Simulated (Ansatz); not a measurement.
Reaction (formal hydrolysis of the Sn–N bond): `[NH2][SnH2][Cl]` + H₂O → `[OH][SnH2][Cl]` + NH₃

Calculated with Ansatz (gas phase, PBE0-D4/def2-TZVP geometries, no zero-point term in ΔE). CCSD(T)/CBS is the MP2 limit (def2-TZVPP, def2-QZVPP) plus CCSD(T) − MP2 in def2-TZVPP, frozen cores. This one scheme is used for every species. Functionals use def2-TZVPP. Elements past krypton have def2 core potentials. For Sn outer-core shells are correlated without core-valence functions, which leaves a few kJ/mol of doubt a bond. Each species was taken in one conformer, which may not be the lowest.

(1) Is it downhill or uphill in electronic energy at CCSD(T)/CBS, and by how much? (Estimate.)

(2) What do these levels give: B2PLYP, SCS-MP2/def2-TZVPP, MP2/def2-QZVPP, SCS-MP2/def2-QZVPP, HF/CBS(def2), MP2/CBS(def2)? (Estimate.)

Largest T1 diagnostic among the species: 0.013.

## Answers

(1) Ansatz gave: Downhill: ΔE = -4.3 kcal/mol.

(2) Ansatz gave: B2PLYP -5.3, SCS-MP2/def2-TZVPP -4.5, MP2/def2-QZVPP -4.0, SCS-MP2/def2-QZVPP -4.7, HF/CBS(def2) -5.9, MP2/CBS(def2) -4.0 kcal/mol.

In def2-TZVPP, CCSD(T) changes the Hartree–Fock value by +1.5 kcal/mol (the triples alone add +0.1 kcal/mol) and MP2 by +1.7 kcal/mol.
